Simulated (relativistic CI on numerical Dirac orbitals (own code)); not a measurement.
**Sensitivity of the levels of K IX to α and to the nuclear radius**

Calculated at this level of theory: Dirac-Coulomb-Breit CI, separate exchange-only KLI orbitals for each configuration, derivatives by finite differences, unscaled Slater integrals, QED left out (own radial code, finite nucleus).

Configuration list (outside the closed core [Ne]): 3s, 3p, 3d, 4s, 4p, 4d, 4f. Levels of other configurations are missing.

With x = (α/α₀)² − 1 an excitation energy changes as ω = ω₀ + qx; K = 2q/ω₀ is the relative enhancement. Terms are leading LS components, so labels can repeat. The field-shift factor is F = δν/δ⟨r²⟩ for the transition from the lowest level.

Lowest level 3s 2S_1/2.

```csv
Level,ω₀ (cm⁻¹),q (cm⁻¹),K,F (GHz/fm²)
3p 2P°_1/2,157450,1688,0.0214,-3.2
3p 2P°_3/2,161159,5431,0.0674,-3.19
3d 2D_3/2,375314,5511,0.0294,-2.9
3d 2D_5/2,375526,5722,0.0305,-2.9
4s 2S_1/2,696160,3384,0.00972,-1.34
4p 2P°_1/2,755730,3956,0.0105,-2.49
4p 2P°_3/2,757112,5350,0.0141,-2.49
4d 2D_3/2,834263,5412,0.013,-2.39
4d 2D_5/2,834365,5513,0.0132,-2.39
4f 2F°_5/2,856993,5363,0.0125,-2.32
4f 2F°_7/2,857040,5410,0.0126,-2.32
```

At this charge configurations can still be misplaced by up to about 7 % of their energy.
